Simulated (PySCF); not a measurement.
C6H5O, SMILES [c]1ccc(cc1)O, multiplicity 2. Atoms are numbered in the order given.

```xyz
12

O      0.1201    -2.2253     0.0000
C      0.0298    -0.8771     0.0000
C      1.2271    -0.1496     0.0000
C      1.1977     1.2470     0.0000
C     -0.0387     1.8560     0.0000
C     -1.2427     1.1913     0.0000
C     -1.2004    -0.2086     0.0000
H     -0.7654    -2.6032     0.0000
H      2.1718    -0.6978     0.0000
H      2.1296     1.8188     0.0000
H     -2.2023     1.7151     0.0000
H     -2.1321    -0.7844     0.0000
```
Charge 0, spin multiplicity 2.

Geometry: PBE0-D3(BJ)/def2-SVP. The isomer is the one that the SMILES or the coordinates give; other isomers of the formula were not compared. The values are those of a single conformer.

Method: PBE/def2-TZVP in PySCF.

Atomic charges (e):

| atom | Löwdin | Mulliken | Mulliken spin |
|---|---|---|---|
| O1 | 0.12 | -0.34 | -0.01 |
| C2 | -0.30 | 0.23 | -0.04 |
| C3 | [?] | -0.17 | 0.06 |
| C4 | [?] | -0.14 | -0.02 |
| C5 | -0.01 | 0.02 | 0.90 |
| C6 | [?] | -0.17 | -0.02 |
| C7 | [?] | -0.18 | 0.06 |
| H8 | [?] | 0.30 | 0.00 |
| H9 | 0.15 | 0.11 | 0.01 |
| H10 | [?] | 0.12 | 0.02 |
| H11 | [?] | 0.12 | 0.02 |
| H12 | 0.14 | 0.09 | 0.01 |

**Question.** Fill in the missing entries. (An estimate is asked for; the answer gives what the named calculation found.)

**Answer.** 
- C3, Löwdin: -0.12
- C4, Löwdin: -0.16
- C6, Löwdin: -0.16
- C7, Löwdin: -0.14
- H8, Löwdin: 0.18
- H10, Löwdin: 0.15
- H11, Löwdin: 0.15

Computed Mayer and Wiberg (Löwdin basis) orders of the bonds:
```
bond    Mayer  Wiberg
------  -----  ------
O1–C2    1.18    1.69
C2–C3    1.40    1.48
C3–C4    1.42    1.57
C4–C5    1.51    1.69
C5–C6    1.54    1.71
C2–C7    1.36    1.50
C6–C7    1.38    1.56
O1–H8    0.89    0.99
C3–H9    0.95    0.82
C4–H10   0.95    0.82
C6–H11   0.93    0.82
C7–H12   0.95    0.82
```
